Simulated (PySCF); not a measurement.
ZnBrI, SMILES [Br][Zn][I].

Geometry optimised at B3LYP-D3(BJ)/def2-SVP. The def2 effective core potentials stand for the cores of I; spin–orbit coupling is left out.

These are PySCF with B3LYP-D3(BJ)/def2-SVP values and carry that method's errors.

Frequencies are harmonic and unscaled.

Modes within 1.5 cm⁻¹ of each other (mostly degenerate sets) share a row, with their intensities summed.

| mode | ν (cm⁻¹) | IR (km/mol) | moving atoms (share of kinetic energy) |
|---|---|---|---|
| 1–2 | 69 | 11.9 | Zn 75 %, Br 17 %, I 9 % |
| 3 | 178 | 0.2 | Br 49 %, I 47 % |
| 4 | 365 | 57.0 | Zn 73 %, Br 22 % |
